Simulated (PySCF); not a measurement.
# From computed data to an observable: refractive index and permittivity of the vapour

Si(All)(H)2(OH) (C₃H₈OSi), SMILES O[SiH2]CC=C.

Geometry: PBE0-D3(BJ)/def2-SVP. One conformer was computed; it need not be the lowest.

PBE/def2-TZVP (PySCF) gives a mean static polarisability of 68.3 bohr³ and a dipole moment of 1.14 D. Take an ideal gas at 298.15 K and 0.01 bar, whether or not the substance is that volatile.

Work out n − 1 in the optical limit and the static ε − 1.


Polarisability volume α' = 68.3 × 0.148185 = 10.12 Å³. Number density N = p/kT = 2.43e-7 Å⁻³.
Dilute limit of Lorentz–Lorenz: n − 1 = 2π N α' = 1.5e-5.
Orientation term of Debye: μ²/(3kT) = 8.098 Å³ × μ²(D²) = 10.52 Å³.
ε − 1 = 4π N (α' + μ²/3kT) = 6.3e-5. Orientation of the dipole supplies 51 % of the static response; it can't follow optical fields. Vibrational polarisation and dispersion are left out.
